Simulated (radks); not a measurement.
Q: All-electron atom: Ga3+ in [Ar] 3d10. All-electron calculation, non-relativistic Kohn-Sham, TPSS, spin-polarised, spherical densities, point nucleus; meta-GGA in the generalised Kohn-Sham scheme. Program: a radial shooting solver on a logarithmic mesh with Libxc functionals. Some entries of the table are withheld. Estimate them.

orbital,occ.,eigenvalue (eV),<r> (bohr)
1s,2,-10142.75,0.04940
2s,2,(1),0.2213
2p,6,(2),(3)
3s,2,(4),0.6622
3p,6,(5),0.6835
3d,10,-52.7296,0.7834

A: 
(1) 2s eigenvalue (eV): -1268.684
(2) 2p eigenvalue (eV): -1126.259
(3) 2p <r> (bohr): 0.1922
(4) 3s eigenvalue (eV): -178.0683
(5) 3p eigenvalue (eV): -131.7670
